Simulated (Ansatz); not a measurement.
A nudged elastic band was laid between two geometries of H₂S₂SeSn (6 atoms, charge 0, multiplicity 1).

Theory: RKS PBE0-D4/def2-SVP in Ansatz 0.2.0.

```yaml
movable_images: 5
climbing_image: yes
spring: 5.0 eV/Å²
optimiser: quadratic models (default)
start_path: IDPP
force_threshold: 0.05 eV/Å
iteration_limit: 60
end_points: relaxed
```

First end point:

```xyz
6
Properties=species:S:1:pos:R:3
Se -0.928 1.046 -1.639
Sn 0.140 -0.091 0.332
S 0.043 -2.482 0.405
S 1.989 -1.542 -0.121
H -1.299 2.202 -0.804
H 0.096 0.802 1.781
```

Last end point:

```xyz
6
Properties=species:S:1:pos:R:3
Se -1.075 1.644 -1.057
Sn 0.082 0.197 0.638
S -0.111 -2.180 0.405
S 1.836 -1.244 -0.128
H -0.853 0.615 -2.086
H 0.163 0.904 2.182
```

What changes between the two ends?

No bond is made or broken. The dihedral H5–Se1–Sn2–S3 goes from 147 to -32°.

Give the energies along the band, and the barrier.

The run converged. The highest image is number 3 of 0 to 6, 0.059 eV above the first end and 0.100 eV above the last; the last end lies 0.041 eV below the first. A vibrational analysis at the climbing image gives one clearly imaginary mode, 152i cm⁻¹: a first-order saddle point.

| image | path coordinate (Å) | energy (eV) | dihedral H5–Se1–Sn2–S3 (°) |
| --- | --- | --- | --- |
| 0 | 0.00 | 0.000 | 147 |
| 1 | 0.55 | 0.011 | 118 |
| 2 | 1.09 | 0.040 | 90 |
| 3 | 1.64 | 0.059 | 60 |
| 4 | 2.19 | 0.032 | 28 |
| 5 | 2.74 | -0.021 | -3 |
| 6 | 3.29 | -0.041 | -32 |

What is the geometry of the highest image?


```xyz
6
Properties=species:S:1:pos:R:3
Se -0.424 1.586 -1.472
Sn 0.349 0.097 0.410
S -0.411 -2.173 0.412
S 1.681 -1.800 -0.199
H -1.833 1.376 -1.099
H 0.680 0.850 1.902
```

What are the harmonic wavenumbers there?

152i, 85, 90, 245, 325, 330, 422, 477, 565, 625, 1952, 2449 cm⁻¹.

The band took 5 iterations and of the order of 2.2 core-minutes.

Time of the run: 68 s on 2 threads of INTEL(R) XEON(R) PLATINUM 8581C CPU @ 2.10GHz (Emerald Rapids), with other jobs on the host, peak memory 0.3 GiB.
